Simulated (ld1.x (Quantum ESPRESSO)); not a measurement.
**Transferability test, TM semilocal potential for Ag**

* Element: silver (Ag)
* Generator: ld1.x (Quantum ESPRESSO) 7.5
* Type: norm-conserving Troullier–Martins (semilocal form)
* Functional: LDA (PZ)
* Relativity: scalar-relativistic
* Frozen core: [Ar] 3d10
* Valence charge: 19
* Reference configuration: 4s2 4p6 4d9 5s0 5p0 (charge +2)
* Partial waves: 4s (bound): rc 1.60 bohr; 4p (bound): rc 1.65 bohr; 4f channel at -0.2 Ry: rc 1.25 bohr; 4d (bound): rc 1.50 bohr
* Local potential: the d channel
* Core correction: Bessel-smoothed model core inside 0.90 bohr

Energies are relative to the spin-unpolarised reference configuration 4s2 4p6 4d9 5s0 5p0; without spin polarisation the order of configurations can differ from experiment. Spin-polarised rows fill each open shell by Hund’s rule, majority spin first.

| valence configuration | charge | ΔE all-electron (eV) | error AE − PS (meV) |
| --- | --- | --- | --- |
| 4s2 4p6 4d10 5s1 5p0 | 0 | -30.485 | +2445 |
| 4s2 4p6 4d10 5s0 5p0 | +1 | -22.383 | +3.6 |
| 4s2 4p6 4d8 5s0 5p0 | +3 | 36.434 | +1.6 |
| 4s2 4p5 4d10 5s1 5p0 | +1 | 34.866 | +3763 |
| 4s1 4p6 4d10 5s1 5p0 | +1 | 71.603 | +3711 |
| 4s2 4p6 4d9 5s1 5p0 | +1 | -17.107 | +3573 |
| 4s2 4p6 4d9 5s0 5p0 (spin-polarised) | +2 | -0.161 | +9.0 |
| 4s2 4p6 4d10 5s1 5p0 (spin-polarised) | 0 | -30.634 | +2435 |

(1) What are ΔE and the potential's error for 4s2 4p6 4d9 5s1 5p1?

Answers

(1) ΔE = -21.914 eV all-electron; the error (AE − PS) is +3345 meV.

These tests converged, but a pseudo level misses the all-electron one widely, so the file describes the atom poorly there or has found another state: 4s2 4p6 4d10 5s1 5p0: 5s by 1.8 eV (a node warning on the way); 4s2 4p6 4d10 5s0 5p0: empty 5s by 3.2 eV; 4s2 4p6 4d8 5s0 5p0: empty 5s by 5.9 eV; 4s2 4p5 4d10 5s1 5p0: 5s by 3.0 eV; 4s2 4p6 4d9 5s1 5p1: 5s by 2.5 eV; 4s1 4p6 4d10 5s1 5p0: 5s by 3.2 eV; 4s2 4p6 4d9 5s1 5p0: 5s by 2.8 eV.
